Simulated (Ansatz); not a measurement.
Reaction (substitution at a C–C bond): `CCC#CCCCC` + `COB(O)Br` → `COB(Br)OC` + `CC#CCCCC`

Gas-phase electronic energies from Ansatz, PBE0-D4/def2-TZVP geometries. CCSD(T)/CBS is the MP2 limit (def2-TZVPP, def2-QZVPP) plus CCSD(T) − MP2 in def2-TZVPP, frozen cores. Functionals use def2-TZVPP. For Br outer-core shells are correlated without core-valence functions, which leaves a few kJ/mol of doubt a bond. Scalar relativity is left out up to krypton. Each species was taken in one conformer, which may not be the lowest.

`CCC#CCCCC`:

```xyz
22

C    -1.756   -1.336   -2.489
C    -2.188    0.106   -2.237
C    -1.479    0.719   -1.124
C    -0.883    1.202   -0.197
C    -0.136    1.771    0.915
C     1.201    1.070    1.162
C     1.056   -0.390    1.554
C     2.394   -1.074    1.772
H    -2.308   -1.761   -3.330
H    -0.690   -1.387   -2.716
H    -1.941   -1.955   -1.609
H    -3.264    0.140   -2.039
H    -2.026    0.704   -3.140
H    -0.747    1.720    1.824
H     0.037    2.835    0.722
H     1.734    1.612    1.952
H     1.815    1.148    0.259
H     0.452   -0.458    2.467
H     0.492   -0.913    0.776
H     2.969   -0.581    2.562
H     3.000   -1.049    0.861
H     2.268   -2.121    2.057
```

`COB(O)Br`:

Cartesian coordinates in Å:
```
C -0.506 1.375 -0.084
O 0.001 0.224 -0.727
B 0.352 -0.906 -0.103
O 0.824 -1.938 -0.834
Br 0.197 -1.095 1.840
H 0.213 1.770 0.637
H -1.442 1.154 0.434
H -0.688 2.121 -0.857
H 1.050 -2.705 -0.306
```

`COB(Br)OC`:

Z-matrix (Å, degrees):
```
C
O 1 1.419
H 1 1.092 2 111.0
H 1 1.092 2 110.9 3 121.0
H 1 1.089 2 107.2 3 -119.5
B 2 1.344 1 120.1 3 -60.2
O 6 1.347 2 121.4 1 0.0
Br 6 1.940 2 116.7 1 -180.0
C 7 1.414 6 124.4 2 180.0
H 9 1.092 7 111.0 6 60.2
H 9 1.090 7 107.2 6 179.7
H 9 1.092 7 110.9 6 -60.9
```

`CC#CCCCC`:

Cartesian coordinates in Å:
```
C 2.427 -0.791 2.564
C 1.932 -0.229 1.321
C 1.527 0.237 0.289
C 1.013 0.805 -0.948
C -0.511 0.940 -0.965
C -1.237 -0.390 -0.876
C -2.747 -0.235 -0.872
H 1.665 -1.408 3.048
H 3.303 -1.421 2.388
H 2.716 -0.005 3.265
H 1.470 1.788 -1.107
H 1.332 0.180 -1.791
H -0.820 1.583 -0.133
H -0.802 1.457 -1.886
H -0.931 -1.023 -1.718
H -0.912 -0.913 0.030
H -3.098 0.265 -1.779
H -3.078 0.363 -0.018
H -3.250 -1.204 -0.812
```

| species | CAM-B3LYP-D4 energy (Eh) |
| --- | --- |
| `CCC#CCCCC` | -313.17117 |
| `COB(O)Br` | -2790.24359 |
| `COB(Br)OC` | -2829.53242 |
| `CC#CCCCC` | -273.86546 |

**Question.** Work out ΔE.

**Answer.** ΔE = (-2829.53242) + (-273.86546) − (-313.17117) − (-2790.24359) = 0.01688 Eh = +44.3 kJ/mol. CCSD(T)/CBS gives +52.0 kJ/mol.

Largest T1 diagnostic among the species: 0.011.

At CCSD(T), def2-SVP lies −6.8 kJ/mol from the extrapolated value and def2-TZVPP −1.7 kJ/mol. Leaving LDA and LC-ωPBE aside and taking each functional with its dispersion term where it has one, the values, not all of them listed here, spread over 10.5 kJ/mol, from BLYP-D4 to PBE-QIDH. In def2-TZVPP, CCSD(T) changes the Hartree–Fock value by +8.1 kJ/mol (the triples alone add +0.6 kJ/mol) and MP2 by +13.8 kJ/mol.
